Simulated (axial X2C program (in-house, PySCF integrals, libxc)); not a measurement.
## Nuclear properties of ZrOH⁻

Calculated with an axial X2C code built on PySCF integrals: two-component X2C with atomic mean-field Coulomb and Gaunt terms, Gaussian nuclei, basis Zr dyall-v3z, O dyall-av3z, H dyall-v3z with contracted cores.

Zr–O–H held linear, with bonds 1.966 and 0.957 Å (a rough geometry, not the PBE0 minimum).

Determinant lowest in the PBE0 search, Ω = 1 (⟨Sz⟩ = 1.00, ⟨Lz⟩ = 0.00 at PBE0), spin on the atoms Zr 0.97, O 0.00, H 0.03:

```
level  Eeff magnitude (GV/cm)  Ws magnitude Zr (kHz)  A∥/gI Zr (MHz)  qzz Zr (a.u.)  A∥/gI O (MHz)  qzz O (a.u.)  A∥/gI H (MHz)  qzz H (a.u.)
 PBE0                   0.922                  0.465             242           0.08          -19.7          1.36        -0.0789          0.51
   HF                    2.52                   1.32             269          -0.14          -17.3          1.42        -0.0159          0.51
  LDA                   0.506                  0.261             120           0.49          -19.5          1.26        -0.0872          0.51
```

Determinant 0.31 eV from it at PBE0 and this distance, Ω = 2 (⟨Sz⟩ = -0.99, ⟨Lz⟩ = 2.99 at PBE0), spin on the atoms Zr -0.96, O -0.02, H -0.01:

```json
{"level": "PBE0", "Eeff magnitude (GV/cm)": "0.169", "Ws magnitude Zr (kHz)": "0.00265", "A∥/gI Zr (MHz)": "306", "qzz Zr (a.u.)": "-1.08", "A∥/gI O (MHz)": "15.8", "qzz O (a.u.)": "1.36", "A∥/gI H (MHz)": "0.985", "qzz H (a.u.)": "0.51"}
{"level": "LDA", "Eeff magnitude (GV/cm)": "0.112", "Ws magnitude Zr (kHz)": "0.00522", "A∥/gI Zr (MHz)": "294", "qzz Zr (a.u.)": "-0.91", "A∥/gI O (MHz)": "18.8", "qzz O (a.u.)": "1.26", "A∥/gI H (MHz)": "1.08", "qzz H (a.u.)": "0.51"}
```

Eeff is the effective electric field on the electron electric dipole moment in this Ω state and Ws the scalar–pseudoscalar constant of the nucleus named (defined with the proton number Z and per Ω); A∥ (defined per Ω) follows by multiplying with gI = μI/(I μN); qzz is the electric field gradient, eQq0 = 234.96 MHz × Q/barn × qzz. The operators were transformed with the bare-nucleus X2C matrices; with these basis sets, hyperfine constants and field gradients can be off by tens of per cent, and where levels differ in sign neither size nor sign is settled.

Q: With gI(17O) = -0.7575, Q(17O) = -0.02558 barn (g factors from the IAEA table of nuclear moments by Stone; Q from Pyykkö, Mol. Phys. 2018), turn the PBE0 values of the first state into constants in MHz.

A: A∥(17O) = -19.7 × -0.7575 = 14.9 MHz; eQq0(17O) = 234.96 × (-0.02558) × (1.36) = -8.17 MHz.

The molecule was held linear; bending was not examined, so a bent shape may lie lower.

Each state is one determinant with collinear spin, which with several unpaired electrons need not be a pure state. Unrestricted Hartree–Fock can overshoot spin polarisation at the nuclei. For an anion, determinants above electron detachment, or with a positive highest level, are held by the basis set. With several open shells hyperfine constants can be off by a factor of several. Where Eeff spreads by more than a factor of two the levels disagree and none is to be relied on. Open-shell Ω = 0 determinants with evenly filled partner blocks cannot be reached by this program, so the Ω shown need not be the lowest component. Left out as unconverged or as another state under the same occupation: HF in at least one table. States lie within half an eV, so the first need not be the ground state. The sign of Ws at Zr differs between levels in the second state. Where a field gradient or hyperfine factor spreads by more than a factor of two over the levels, a constant derived from it is not to be relied on. PBE0 term energies can be off by some tenths of an eV.
